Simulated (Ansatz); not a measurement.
`[SiH3][NH][SbH2]` + H₂O → `[OH][SbH2]` + `N[SiH3]` at 700 K and 1 bar (formal hydrolysis of the Sb–N bond).

Program: Ansatz. Geometries: PBE0-D4/def2-TZVP. ΔE: electronic, gas phase. CCSD(T)/CBS is the MP2 limit (def2-TZVPP, def2-QZVPP) plus CCSD(T) − MP2 in def2-TZVPP, frozen cores. This one scheme is used for every species. Elements past krypton have def2 core potentials. For Sb outer-core shells are correlated without core-valence functions, which leaves a few kJ/mol of doubt a bond.

```
           species  CCSD(T)/CBS energy (Eh)  H − E (kJ/mol)  S (J/(mol·K))
`[SiH3][NH][SbH2]`               -587.40566           212.2          445.7
               H₂O                -76.37941            80.5          218.4
      `[OH][SbH2]`               -316.98030           111.4          336.4
         `N[SiH3]`               -346.80422           180.7          336.3
```

H − E and S are ideal-gas, rigid-rotor, harmonic terms from PBE0-D4/def2-TZVP, for one conformer and one mirror image of each species. 1 Eh = 2625.50 kJ/mol, R = 8.31446 J/(mol·K).

Question: By hand: ΔE, ΔH, ΔS and ΔG.

Answer: ΔE = (-316.98030) + (-346.80422) − (-587.40566) − (-76.37941) = 0.00055 Eh = 1.4 kJ/mol. Δ(H − E) = 111.4 + 180.7 − 212.2 − 80.5 = -0.6, so ΔH = 0.8 kJ/mol. ΔS = 336.4 + 336.3 − 445.7 − 218.4 = 8.6 J/(mol·K). ΔG = 0.8 − 700 × (8.6)/1000 = -5.2 kJ/mol.

Question: By hand: the equilibrium constant, and the temperature at which ΔG would vanish if ΔH and ΔS stayed fixed.

Answer: log₁₀ K = −ΔG/(RT ln 10) = 0.4. ΔG = 0 at ΔH/ΔS = 93 K, though so small a ΔH makes that figure unsure.

TΔS isn't small against ΔH here. The sign of ΔG lies within the doubt. A doubt of 5 kJ/mol in ΔE shifts log₁₀ K by 0.4 here. Other conformers and mirror images would add mixing entropy, several J/(mol·K) or more a flexible species. These are equilibria of isolated gas molecules and say nothing of rates. Largest T1 diagnostic: 0.014 (customary marks: 0.02 for closed shells, 0.045 for open ones).
